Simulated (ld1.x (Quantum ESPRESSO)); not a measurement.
N (Z = 7): excitation energies, all-electron against RRKJ

N, norm-conserving RRKJ (Kleinman–Bylander form), made with ld1.x (Quantum ESPRESSO) 7.5 (BLYP, scalar-relativistic). Core [He], reference 2s2 2p2.75 (charge +0.25). Waves: 2p (bound): rc 1.35 bohr; 2s (bound): rc 1.00 bohr. Local part: the s channel. Core correction: a·sin(br)/r model core, default radius (core density twice the valence density). rho0 = 0.02.

Energies are relative to the spin-unpolarised reference configuration 2s2 2p2.75; without spin polarisation the order of configurations can differ from experiment.

```tsv
valence configuration	charge	ΔE all-electron (eV)	error AE − PS (meV)
2s2 2p2	+1	11.431	+6.3
2s2 2p0	+3	87.465	+453
2s1 2p3	+1	23.088	-6.3
2s0 2p5	0	20.698	+46
2s1 2p0	+4	165.272	+782
```

**Question.** What are ΔE and the potential's error for 2s2 2p3?

**Answer.** ΔE = -2.143 eV all-electron; the error (AE − PS) is +0.3 meV.

**Question.** What are ΔE and the potential's error for 2s2 2p1?

**Answer.** ΔE = 40.305 eV all-electron; the error (AE − PS) is +90 meV.

Levels in the configuration 2s0 2p5:

```tsv
level	all-electron (eV)	pseudo (eV)
2p	-7.830	-7.846
```
